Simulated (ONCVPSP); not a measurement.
**Potentials for nickel (Ni) compared**

Generated with ld1.x 7.5 (TM, RRKJ, ultrasoft, PAW), atompaw 4.2 or ONCVPSP 4.0.1. The cutoff is in Ry: for ld1.x and atompaw files where the sum of valence levels is converged to 10 mRy in a Bessel basis, for ONCV files where the hardest occupied wave has 1 mHa per electron of residual kinetic energy. The error is the largest all-electron minus pseudo excitation energy over each file’s own four to seven test configurations (ionisations up to +4, promotions, holes and added fractions of an electron), all of which were solved. The labels leave out finer settings (local radius, basis sizes, second energies), which also bear on the numbers. Spin-polarised tests are not counted. The rows are a selection from randomly drawn settings: files with unsolved tests, undetermined cutoffs or missed reference levels are left out.

A true bound ghost makes a file unfit for plane-wave use even where its test errors are small: the radial tests pick states by their node count and pass the ghost by.

```csv
potential,cutoff (Ry),largest error (meV),bound ghosts
"ONCV, PBE, scalar-relativistic, rc 2.15/2.20/0.85 (spd), local smoothed, core correction yes, reference 3d8 4s2, qcut 2.9/4.1/18.8, projectors 2/2/2",258,-172,"s, p"
"ONCV, PBE, scalar-relativistic, rc 1.00/1.00/1.55/1.00 (spdf), local f, core correction yes, reference 3s2 3p6 3d8 4s2, qcut 10.3/11.8/8.5/10.3, projectors 2/2/2/0",137,+42,none
"ONCV, PBEsol, non-relativistic, rc 0.95/0.85/0.85/1.00 (spdf), local smoothed, core correction yes, reference 3s2 3p6 3d8, qcut 15.7/11.7/20.4/9.8, projectors 1/1/2/2",265,+213,none
"ONCV, LDA (Perdew-Wang 92), non-relativistic, rc 1.25/1.20/1.60 (spd), local smoothed, core correction no, reference 3s2 3p6 3d8 4s1, qcut 7.8/10.2/9.9, projectors 2/2/2",79,+79,none
"ONCV, PBEsol, scalar-relativistic, rc 1.75/1.30/1.40 (spd), local smoothed, core correction no, reference 3p6 3d8 4s1.5 4p0.5, qcut 4.3/10.4/11.2, projectors 2/2/2",101,-26,s
"ONCV, PBE, scalar-relativistic, rc 1.00/0.90/1.35 (spd), local smoothed, core correction no, reference 3s2 3p6 3d8 4s2, qcut 9.3/15.6/10, projectors 2/1/2",140,+53,none
```

Q: Fill in the row for Ni: ONCV, PBE, scalar-relativistic, rc 1.10/0.70/1.65 (spd), local smoothed, core correction yes, reference 3s2 3p6 3d8 4s2, qcut 12.9/9.9/11.3, projectors 2/2/1.

A: cutoff 374 Ry, largest error -23 meV, bound ghosts: none.
